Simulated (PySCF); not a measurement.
Precursor series Zn OH-SH. All species are isolated molecules in the gas phase. One relaxed conformer stands for each flexible species; it need not be the lowest.

Computed with TPSSh-D3(BJ)/def2-TZVP // r2SCAN-D4/def2-SVP (PySCF). All candidates: neutral, multiplicity 1. 

The HOMO–LUMO gap comes out as 6.07 eV and the HOMO is -7.47 eV. The LUMO comes out as -1.39 eV.

Q: Name which member has these values.
A) [Zn(SH)2]
B) [Zn(OH)2]
C) [Zn(OH)(SH)]

A: B, [Zn(OH)2]. The others give [Zn(OH)(SH)]: 5.46 eV, -6.83 eV, -1.36 eV; [Zn(SH)2]: 5.57 eV, -6.88 eV, -1.31 eV
